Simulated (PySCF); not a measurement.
C2H5ClOSi2, SMILES O[Si@@H]1[SiH2]C=C1Cl. Coordinates come from a PBE-D3(BJ)/def2-SVP optimisation. The structure was generated by enumeration; whether it is a known compound was not checked. One conformer was computed; it need not be the lowest.

Computed with PBE-D3(BJ)/def2-SVP in PySCF.

Harmonic wavenumbers (cm⁻¹): 104, 133, 169, 233, 306, 350, 408, 424, 468, 516, 610, 638, 692, 748, 762, 823, 854, 887, 901, 924, 1128, 1499, 2140, 2150, 2192, 3089, 3758. Rotational constants (GHz): 2.395, 1.413, 0.9483; symmetry number 1.

Question: Work out the zero-point energy and the ideal-gas rigid-rotor harmonic-oscillator thermochemistry at 298.15 K and 1 atm.

Answer: ZPE = ½ Σ hcν = ½ × 26906 cm⁻¹ = 38.46 kcal/mol. H − E(el) = 44.14 kcal/mol. Entropy in cal/(mol K): translation 40.65, rotation 28.99, vibration 18.78, total 88.43. G − E(el) = 17.77 kcal/mol. Cp = 31.41 cal/(mol K). Modes under 150 cm⁻¹ make the vibrational entropy uncertain.
